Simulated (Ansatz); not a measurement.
Relaxation of C3H9AlSi (14 atoms, charge 0, multiplicity 1), to a largest force component of 0.015 eV/Å in at most 40 steps.

The calculation used Ansatz 0.2.0, RKS r2SCAN-D4/STO-3G.

```xyz
14
Properties=species:S:1:pos:R:3
C -1.508 -0.305 1.279
C -0.456 -0.572 0.582
Al 1.033 -1.472 1.449
Si -0.196 -0.068 -1.192
C 0.587 1.571 -1.302
H -1.654 -0.509 2.314
H -2.353 0.265 0.793
H 2.429 -1.774 0.624
H 0.971 -1.863 3.046
H 0.536 -1.082 -1.876
H -1.606 0.018 -1.797
H 0.697 1.838 -2.403
H -0.003 2.322 -0.730
H 1.644 1.534 -0.839
```

Problem. Where does it end, and by what steps?

Solution. The run converged. Limits of this set-up: minimal basis. After 14 steps the energy has fallen by 0.972 eV; H8 moved furthest, 0.57 Å.

```csv
step,energy less start (eV),largest force component (eV/Å),accepted
0,0.0000,4.742,yes
1,-0.7915,1.510,yes
2,-0.7196,2.216,no
3,-0.9375,0.419,yes
4,-0.9591,0.069,yes
5,-0.9632,0.080,yes
6,-0.9662,0.141,yes
7,-0.9680,0.100,yes
8,-0.9694,0.063,yes
9,-0.9703,0.067,yes
10,-0.9710,0.055,yes
11,-0.9714,0.037,yes
12,-0.9715,0.033,yes
13,-0.9717,0.021,yes
14,-0.9717,0.011,yes
```

```xyz
14
Properties=species:S:1:pos:R:3
C -1.612 -0.557 1.255
C -0.438 -0.569 0.600
Al 1.106 -1.184 1.528
Si -0.392 0.025 -1.171
C 0.807 1.459 -1.349
H -1.714 -0.890 2.301
H -2.565 -0.220 0.814
H 2.429 -1.237 0.819
H 0.960 -1.606 2.962
H 0.060 -1.048 -2.035
H -1.707 0.440 -1.614
H 0.862 1.803 -2.388
H 0.504 2.314 -0.734
H 1.819 1.171 -1.043
```

Whether the end is a true minimum wasn't checked by a vibrational analysis.

Run time: 48 s on 1 thread of AMD EPYC 7R13 Processor (Zen 3) (shared host), peak memory 0.17 GiB.
